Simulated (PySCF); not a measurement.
**How methods differ on the excitation energy of In**

In [Kr] 4d10 5s2 5p1 (2P) → In [Kr] 4d10 5s2 6s1 (2S), as a difference of total energies. Computed with PySCF 2.14 in aug-cc-pVDZ-PP with ECP28MDF (5s4p3d, 32 functions), with scalar relativity through the core potential. Correlated levels: valence: 4s2 4p6 4d10 frozen. The calculations carry no spin-orbit coupling.

```
           method  excitation energy (eV)
              UHF                   2.746
    MP2 (valence)                   2.740
SCS-MP2 (valence)                   2.739
   CCSD (valence)                   2.778
CCSD(T) (valence)                   2.776
  CCSDT (valence)                   2.774
    FCI (valence)                   2.774
```

**Question.** How much does correlation contribute at CCSD(T) (valence)?

**Answer.** 2.776 − (2.746) = 0.030 eV, measured against UHF.

Errors of the correlated levels include the incompleteness of this basis and the frozen core.

For comparison: 2.839 eV (measured; NIST levels, between the centres of gravity of the two terms).
